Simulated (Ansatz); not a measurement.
C2H8AlBSi (`C[Si]1([AlH2])BC1`) at its PBE0-D4/def2-TZVP geometry, where that method's forces vanish. The species carries charge 0 and has multiplicity 1.

```csv
atom,x (Å),y (Å),z (Å)
C1,-1.136,1.501,-0.525
Si2,-0.708,0.117,0.708
Al3,-0.513,-1.990,-0.410
B4,1.191,-0.444,-0.036
C5,1.098,0.362,1.259
H6,-1.648,2.297,0.027
H7,-1.821,1.141,-1.295
H8,-0.264,1.947,-1.008
H9,-1.470,-2.152,-1.662
H10,0.304,-3.188,0.256
H11,2.083,-0.678,-0.793
H12,1.296,-0.241,2.149
H13,1.590,1.329,1.330
```

Question: For each bond, give half the difference of the two atoms' forces along it (eV/Å; positive pushes the atoms apart) under PBE-D4, r2SCAN-D4, B3LYP-D4, ωB97M-V in def2-TZVPP. (An estimate is asked.)

Answer: Computed: 
| bond | length (Å) | PBE-D4 | r2SCAN-D4 | B3LYP-D4 | ωB97M-V |
| --- | --- | --- | --- | --- | --- |
| C1–Si2 | 1.903 | 0.05 | 0.04 | 0.09 | 0.03 |
| C1–H6 | 1.095 | 0.12 | -0.01 | -0.05 | -0.05 |
| C1–H7 | 1.092 | 0.09 | -0.03 | -0.05 | -0.02 |
| C1–H8 | 1.092 | 0.10 | -0.01 | -0.05 | -0.05 |
| Si2–Al3 | 2.393 | -0.03 | -0.03 | 0.11 | 0.11 |
| Si2–B4 | 2.115 | 0.08 | 0.00 | 0.24 | 0.11 |
| Si2–C5 | 1.904 | 0.13 | 0.06 | 0.13 | 0.01 |
| Al3–B4 | 2.331 | -0.10 | -0.03 | 0.12 | 0.10 |
| Al3–H9 | 1.585 | 0.07 | -0.01 | -0.09 | -0.12 |
| Al3–H10 | 1.596 | 0.07 | 0.00 | -0.10 | -0.14 |
| B4–C5 | 1.528 | -0.01 | 0.01 | 0.07 | 0.11 |
| B4–H11 | 1.193 | 0.10 | 0.01 | -0.19 | -0.19 |
| C5–H12 | 1.093 | 0.11 | -0.03 | -0.06 | -0.04 |
| C5–H13 | 1.088 | 0.11 | -0.02 | -0.05 | -0.08 |

B3LYP here is the variant with VWN-RPA as its local correlation; programs differ in this.
